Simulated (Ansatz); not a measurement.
CH₇BGe, SMILES `[BH2][GeH2][CH3]` from Hartree–Fock to CCSD(T)

```xyz
10

B    -1.695    0.641    0.605
Ge    0.146   -0.280    0.629
C     1.128   -0.215   -1.064
H    -2.112    1.211   -0.360
H    -2.384    0.620    1.582
H    -0.033   -1.756    1.055
H     1.003    0.379    1.736
H     0.556   -0.707   -1.852
H     2.093   -0.714   -0.971
H     1.299    0.821   -1.360
```

Total charge 0; spin multiplicity 1. Correlated methods include outer-core shells of Ge, which these sets cover unevenly. Scalar relativity is left out up to krypton. Geometry: relaxed with PBE0-D4/def2-TZVP. Frozen core, restricted reference, Ansatz.

```csv
basis,HF (Eh),MP2 corr.,CCSD corr.,(T),CCSD(T) total
def2-SVP,-2141.64621,-0.46573,-0.50814,?,?
def2-TZVPP,?,-0.54725,?,-0.02018,?
def2-QZVPP,?,-0.82869,–,–,–
```

Problem. Fill in the withheld values. (An estimate is asked.)

Solution. Ansatz gave: def2-SVP (T): -0.01369; def2-SVP CCSD(T) total: -2142.16804; def2-TZVPP HF (Eh): -2141.98346; def2-TZVPP CCSD corr.: -0.58874; def2-TZVPP CCSD(T) total: -2142.59238; def2-QZVPP HF (Eh): -2142.02854.
